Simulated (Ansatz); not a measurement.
`[SiH3]CC=S` + `F[Si@H]1[GaH][C@@H]1[SiH3]` → `[SiH3][SiH2]CC=S` + `F[SiH]1[CH2][GaH]1`  (redistribution)

Program: Ansatz. Geometries: PBE0-D4/def2-TZVP. ΔE: electronic, gas phase. CCSD(T)/CBS adds triple-zeta CCSD(T) − MP2 to the extrapolated MP2 energy (def2 sets, frozen cores). DFT in def2-TZVPP. For Ga outer-core shells are correlated without core-valence functions, which leaves a few kJ/mol of doubt a bond. Scalar relativity is left out up to krypton. Each species was taken in one conformer, which may not be the lowest.

`[SiH3]CC=S`:

Cartesian coordinates in Å:
```
Si 0.301 -0.972 0.850
C -0.423 0.645 0.160
C 0.014 0.817 -1.234
S -0.822 0.410 -2.554
H -0.270 -2.119 0.105
H -0.041 -1.071 2.292
H 1.779 -0.959 0.695
H -0.051 1.453 0.799
H -1.510 0.573 0.235
H 1.023 1.223 -1.349
```

`F[Si@H]1[GaH][C@@H]1[SiH3]`:

Cartesian coordinates in Å:
```
F 0.550 2.444 1.713
Si -0.332 1.242 1.133
Ga -1.628 1.148 -0.751
C 0.217 0.279 -0.342
Si 0.780 -1.479 -0.240
H -0.733 0.374 2.266
H -2.427 1.137 -2.082
H 0.796 0.841 -1.090
H -0.061 -2.202 0.754
H 0.636 -2.169 -1.552
H 2.202 -1.615 0.190
```

`[SiH3][SiH2]CC=S`:

Z-matrix (Å, degrees):
```
Si
Si 1 2.341
H 1 1.490 2 107.6
H 1 1.484 2 112.0 3 119.2
H 1 1.486 2 110.1 3 -118.2
C 2 1.912 1 111.2 3 168.6
H 2 1.490 1 110.5 3 49.6
H 2 1.489 1 110.9 3 -70.3
C 6 1.468 2 108.5 1 64.4
H 6 1.094 2 107.4 1 -174.1
H 6 1.092 2 106.3 1 -55.8
S 9 1.616 6 125.8 2 -88.1
H 9 1.093 6 115.1 2 88.5
```

`F[SiH]1[CH2][GaH]1`:

```xyz
8

F     1.786   -0.825   -1.567
Si    1.078   -0.249   -0.251
C    -0.489    0.712   -0.301
Ga   -0.747   -0.867    1.004
H     2.119    0.439    0.553
H    -1.227    0.335   -1.028
H    -0.554    1.798   -0.253
H    -1.967   -1.341    1.844
```

CCSD(T)/CBS gives +24.3 kJ/mol.

Task: Another level gave +9.2 kJ/mol. Which?
A. ωB97X-V/def2-TZVPP
B. PBE/def2-TZVPP
C. HF/def2-TZVPP
D. CCSD(T)/def2-TZVPP

Result: B. PBE 9.2, HF/def2-TZVPP 35.4, CCSD(T)/def2-TZVPP 24.2, ωB97X-V 19.9 kJ/mol.

Largest T1 diagnostic among the species: 0.016.

In def2-TZVPP, CCSD(T) changes the Hartree–Fock value by −11.2 kJ/mol (the triples alone add −1.4 kJ/mol) and MP2 by −3.7 kJ/mol. From PBE to PBE0 (25 % exact exchange), in def2-TZVPP and without D4, ΔE moves by +4.9 kJ/mol.
